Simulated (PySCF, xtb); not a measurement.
Sn(H)3(nPr) (C3H10Sn), SMILES CC[CH2][SnH3]. Other conformers were not sampled.

Harmonic wavenumbers (cm⁻¹) from xtb with GFN2-xTB at its own minimum, in rising order: 89, 104, 179, 258, 362, 383, 412, 517, 680, 726, 738, 758, 839, 937, 1020, 1059, 1125, 1200, 1228, 1274, 1349, 1415, 1456, 1492, 1501, 1503, 1613, 1815, 1819, 2943, 2970, 2980, 2991, 2998, 3029, 3038.

### Question
What does PySCF with PBE-D3(BJ)/def2-SVP give at its own minimum? (The exact figures need the calculation; the answer reports its results.)

### Answer
68, 106, 161, 265, 349, 385, 412, 521, 660, 694, 705, 715, 784, 873, 975, 996, 1071, 1153, 1172, 1253, 1310, 1352, 1384, 1412, 1420, 1427, 1833, 1848, 1850, 2948, 2961, 2983, 2996, 3042, 3049, 3059. Paired by order, the mean absolute difference is 39 cm⁻¹ and the zero-point energies are 69.8 and 68.9 kcal/mol.
